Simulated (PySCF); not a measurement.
Constitutional and geometric isomers with formula C3H5N. Gas-phase values, no solvent. One relaxed conformer stands for each flexible species; it need not be the lowest. Strings in code marks are SMILES.

The S1–T1 gap (TDA) from two functionals at the same geometries (PBE0-D4/def2-TZVP), both in PySCF: PBE-D3(BJ)/def2-TZVP and B3LYP-D3(BJ)/def2-TZVP. B3LYP has the VWN-RPA correlation part, as in Gaussian. Excitations are Tamm–Dancoff values on a coarser integration grid. The basis has no diffuse functions, so Rydberg states are missing or too high.

```tsv
species	B3LYP-D3(BJ)/def2-TZVP (eV)
`NC1=CC1`	0.95
`CC#CN`	0.26
`C=C=CN`	0.35
`N=C1CC1`	0.75
```

Problem. What does PBE-D3(BJ)/def2-TZVP give for each?

Solution. 
- `NC1=CC1`: 0.67
- `CC#CN`: 0.23
- `C=C=CN`: 0.36
- `N=C1CC1`: 0.76
Over these rows, drawn at random from the members with no instability flagged (it was tested for open shells, ions and some series alone), PBE minus B3LYP-D3(BJ): mean -0.07 eV, from -0.28 eV to +0.01 eV.
